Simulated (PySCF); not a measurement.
# One molecule, several mistakes: BC2H8Si

These are calculations, not measurements. The program is PySCF 2.14.0, an open-source quantum chemistry code, run on an isolated molecule that a program drew, which may never have been made. The molecule is BC2H8Si (charge 0, doublet), drawn as the SMILES string `[BH][SiH2]CC`.

Each row is a Hartree-Fock (HF) and frozen-core CCSD(T) single point in the cc-pV(D+d)Z basis, meant for a local HF minimum. Run 1 is clean. Each other run has one planted mistake out of seven kinds, and not every kind appears here: one electron removed, one electron added, multiplicity raised by two, geometry at a saddle point, minimal basis STO-3G, one bond length entered in bohr, all coordinates scaled. The reference is restricted for singlets and unrestricted otherwise, and also for a bond in bohr. Adding or removing an electron swaps singlet and doublet. Electrons count all cores. HOMO and LUMO are orbital energies over both spins, the gradient is its largest component, and the lowest frequency (negative if imaginary) is given only where the gradient is small. Bond lengths are over the 11 bonds as drawn. T1 is the CCSD diagnostic: over 0.02 (restricted) or 0.045 (unrestricted) a single reference is doubtful.

Geometry of the clean run:
```xyz
12
BC2H8Si, angstrom
B    -0.7731    2.0272   -0.5723
Si   -1.6812    0.2263   -0.4541
C    -0.5158   -1.1478    0.1192
C    -1.1529   -2.5411    0.1957
H    -1.1184    3.1710   -0.6013
H    -2.8687    0.2663    0.4435
H    -2.1669   -0.0647   -1.8329
H    -0.1156   -0.8663    1.1000
H     0.3441   -1.1624   -0.5593
H    -1.5281   -2.8621   -0.7796
H    -1.9944   -2.5578    0.8930
H    -0.4317   -3.2896    0.5329
```

| run | electrons | basis functions | <S^2> | HOMO (eV) | LUMO (eV) | gradient (hartree/bohr) | lowest frequency (cm^-1) | mean bond (Å) | longest bond (Å) | T1 | HF (hartree) | CCSD(T) (hartree) | mistake |
|---|---|---|---|---|---|---|---|---|---|---|---|---|---|
| 1 | 39 | 105 | 0.758 | -8.77 | 1.20 | 1.9e-05 | 85 | 1.3719 | 2.020 | 0.0111 | -393.93694 | -394.46892 | no fault |
| 2 | 39 | 105 | 3.760 | -8.10 | -1.45 | 3.8e-02 | - | 1.3719 | 2.020 | 0.0222 | -393.81767 | -394.33860 | multiplicity raised by two |
| 3 | 39 | 105 | 1.460 | -8.82 | 1.14 | 1.9e-02 | - | 1.4603 | 2.066 | 0.0552 | -393.81061 | -394.34034 | one bond length entered in bohr |
| 4 | 39 | 32 | 0.754 | -6.95 | 6.47 | 3.1e-02 | - | 1.3719 | 2.020 | 0.0047 | -389.35661 | -389.58512 | minimal basis STO-3G |
| 5 | 39 | 105 | 0.757 | -8.73 | 1.24 | 2.6e-02 | - | 1.3252 | 1.952 | 0.0111 | -393.92418 | -394.45149 | all coordinates scaled |
| 6 | 40 | 105 | 0.000 | 0.20 | 7.69 | 5.5e-02 | - | 1.3719 | 2.020 | 0.0146 | -393.88329 | -394.45397 | ? |

**Which mistake was planted in run 6, and what did it cost?**

It counts 40 electrons, one more than the clean run, at the same geometry and basis. So the mistake is: one electron added. Subtracting run 1 and multiplying by 627.51 kcal/mol a hartree, the energy moved by 33.7 kcal/mol in HF and 9.4 kcal/mol in CCSD(T).

Cautions from the logs. Run 3: T1 is over the limit, so its CCSD(T) energy is less reliable; run 6: the HOMO is above zero, so the electron isn't bound and the energy depends on the basis.
